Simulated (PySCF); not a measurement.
## 15N chemical shifts

- GFN2-xTB structure
- σ from GIAO-PBE0/pcSseg-1
- run in PySCF 2.14
- gas phase, a single conformation, equivalent nuclei averaged, no relativistic terms

Shieldings were converted by a linear fit to measured shifts: 15N: δ = -148.07 − 0.921σ (rms 6.3 ppm, 71 shifts vs CH3NO2, solution or neat liquid). A few per cent of atoms miss by over 2 rms, more outside the fitted compound classes.

Give the 15N shifts of `[SiH3]C[SiH]1NCCN1`, `C/C=N\[Si](C)(C)N(C)C`, `CN1[SiH2]CNC[SiH2]1`, `CN1[SiH2]NC[Si@H]1C`, `N[SiH](N)C1C[SiH2]C1`, `NC/C=N\[SiH2]P`, `C=N[Si@](C)(N)P`, `[SiH3]N[C@H]1CNC[SiH2]1`, `FC(F)(F)c1cc[nH]c1`.

Answers


```
                                                          compound                                             environment  δ (ppm)
                                                [SiH3]C[SiH]1NCCN1  nitrogen bonded to C, Si, H, in a 5-membered ring (×2)   -366.3
[CH3:1]/[CH:2]=[N:3]\[Si:4]([CH3:5])([CH3:6])[N:7]([CH3:8])[CH3:9]                                      N3: imine nitrogen    -29.1
[CH3:1]/[CH:2]=[N:3]\[Si:4]([CH3:5])([CH3:6])[N:7]([CH3:8])[CH3:9]                          N7: nitrogen bonded to 2 C, Si   -366.4
                [CH3:1][N:2]1[SiH2:3][CH2:4][NH:5][CH2:6][SiH2:7]1                                      N5: amine nitrogen   -372.1
                [CH3:1][N:2]1[SiH2:3][CH2:4][NH:5][CH2:6][SiH2:7]1    N2: nitrogen bonded to C, 2 Si, in a 6-membered ring   -398.9
                [CH3:1][N:2]1[SiH2:3][NH:4][CH2:5][Si@H:6]1[CH3:7]    N2: nitrogen bonded to C, 2 Si, in a 5-membered ring   -383.7
                [CH3:1][N:2]1[SiH2:3][NH:4][CH2:5][Si@H:6]1[CH3:7]   N4: nitrogen bonded to C, Si, H, in a 5-membered ring   -388.0
                                              N[SiH](N)C1C[SiH2]C1                         nitrogen bonded to Si, 2 H (×2)   -380.7
                       [NH2:1][CH2:2]/[CH:3]=[N:4]\[SiH2:5][PH2:6]                                      N4: imine nitrogen    -56.4
                       [NH2:1][CH2:2]/[CH:3]=[N:4]\[SiH2:5][PH2:6]                                      N1: amine nitrogen   -367.3
                     [CH2:1]=[N:2][Si@:3]([CH3:4])([NH2:5])[PH2:6]                                      N2: imine nitrogen     14.5
                     [CH2:1]=[N:2][Si@:3]([CH3:4])([NH2:5])[PH2:6]                          N5: nitrogen bonded to Si, 2 H   -365.3
               [SiH3:1][NH:2][C@H:3]1[CH2:4][NH:5][CH2:6][SiH2:7]1                                      N5: amine nitrogen   -345.4
               [SiH3:1][NH:2][C@H:3]1[CH2:4][NH:5][CH2:6][SiH2:7]1                         N2: nitrogen bonded to C, Si, H   -368.7
                                                FC(F)(F)c1cc[nH]c1                              pyrrole-type ring nitrogen   -236.7
```
